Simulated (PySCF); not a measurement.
SMILES Fc1ccc(-c2ccccc2)s1 (C₁₀H₇FS), GFN2-xTB optimised geometry.

```
19

F      4.42    -1.36     0.00
C      3.27    -0.68     0.00
C      3.13     0.67     0.00
C      1.77     1.04     0.00
C      0.90    -0.01     0.00
C     -0.55     0.00     0.00
C     -1.26    -1.20     0.00
C     -2.65    -1.20     0.00
C     -3.34     0.00     0.00
C     -2.64     1.19     0.00
C     -1.26     1.20     0.00
S      1.77    -1.53     0.00
H      3.96     1.36     0.00
H      1.46     2.07     0.00
H     -0.73    -2.14     0.00
H     -3.18    -2.14     0.00
H     -4.42     0.00     0.00
H     -3.18     2.13     0.00
H     -0.74     2.14     0.00
```

Density from PBE/def2-SVP run with PySCF at that geometry.

Minimum of the electron density along straight lines between bonded atoms, close to the bond critical point (lines longer than 1.1 times the sum of covalent radii, or with two minima, are not listed):

| bond | length / Å | ρ at the minimum / e bohr⁻³ | ∇²ρ there / e bohr⁻⁵ | position (fraction from the first atom) |
|---|---|---|---|---|
| F1–C2 | 1.334 | 0.263 | ? | 0.66 |
| C2–C3 | 1.356 | 0.323 | -0.81 | 0.53 |
| C3–C4 | 1.410 | 0.293 | -0.69 | 0.50 |
| C4–C5 | 1.368 | 0.315 | -0.76 | 0.49 |
| C5–C6 | 1.450 | 0.273 | -0.63 | 0.51 |
| C6–C7 | 1.396 | 0.303 | -0.73 | 0.50 |
| C7–C8 | 1.380 | 0.311 | -0.77 | 0.50 |
| C8–C9 | 1.385 | 0.309 | -0.76 | 0.50 |
| C9–C10 | 1.385 | 0.309 | -0.76 | 0.50 |
| C6–C11 | 1.397 | 0.301 | -0.73 | 0.50 |
| C10–C11 | 1.381 | 0.311 | -0.77 | 0.50 |
| C2–S12 | 1.725 | 0.214 | ? | 0.49 |
| C5–S12 | 1.748 | 0.203 | ? | 0.46 |
| C3–H13 | 1.074 | 0.281 | -1.06 | 0.64 |
| C4–H14 | 1.074 | 0.282 | -1.07 | 0.63 |
| C7–H15 | 1.081 | 0.280 | -1.04 | 0.63 |
| C8–H16 | 1.080 | 0.281 | -1.05 | 0.63 |
| C9–H17 | 1.080 | 0.281 | -1.05 | 0.63 |
| C10–H18 | 1.080 | 0.281 | -1.05 | 0.63 |
| C11–H19 | 1.079 | 0.282 | -1.05 | 0.63 |

Problem. Some entries are withheld; supply them.

Solution. 
- F1–C2, ∇²ρ there / e bohr⁻⁵: 0.13
- C2–S12, ∇²ρ there / e bohr⁻⁵: -0.48
- C5–S12, ∇²ρ there / e bohr⁻⁵: -0.38
